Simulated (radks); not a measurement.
Q: Species: Xe3+. Configuration: [Kr] 4d9.75 5s2 5p3 6p0.25 (fractional occupations, a model configuration). All-electron calculation, Dirac Kohn-Sham, OLYP, spin-unpolarised, spherical densities, finite nucleus; open shells fill j = l - 1/2 first; Fermi nuclear charge, rms radius 4.7859 fm. Program: a radial shooting solver on a logarithmic mesh with Libxc functionals. Some entries of the table are withheld. Estimate them.

orbital  occ.  eigenvalue (hartree)  r(max) (bohr)  <1/r> (bohr^-1)
1s1/2       2             -1263.432        0.01716            58.10
2s1/2       2             -197.9125        0.09711            13.59
2p1/2       2             -186.0533        0.07439            13.57
2p3/2       4             -174.1262        0.07927            12.47
3s1/2       2             -41.61826         0.2791            4.862
3p1/2       2                   (1)         0.2655            4.773
3p3/2       4                   (2)         0.2764            4.502
3d3/2       4             -25.75433         0.2239            4.360
3d5/2       6             -25.27372         0.2270            4.291
4s1/2       2              -8.63019         0.6605            1.972
4p1/2       2              -6.87989         0.6760            1.865
4p3/2       4              -6.42430         0.7001            1.778
4d3/2       4              -3.58604         0.7407            1.542
4d5/2    5.75              -3.51140         0.7490            1.521
5s1/2       2              -1.90401          1.572           0.7627
5p1/2       2              -1.45000          1.733           0.6747
5p3/2       1              -1.38455          1.794           0.6483
5d3/2       0              -0.77718          2.323           0.4715
5d5/2       0              -0.76996          2.347           0.4667
6s1/2       0              -0.70232          3.602           0.3391
6p1/2    0.25              -0.57667            (3)              (4)
6p3/2       0              -0.56196            (5)              (6)

A: 
(1) 3p1/2 eigenvalue (hartree): -36.68884
(2) 3p3/2 eigenvalue (hartree): -34.41971
(3) 6p1/2 r(max) (bohr): 4.057
(4) 6p1/2 <1/r> (bohr^-1): 0.2995
(5) 6p3/2 r(max) (bohr): 4.164
(6) 6p3/2 <1/r> (bohr^-1): 0.2920
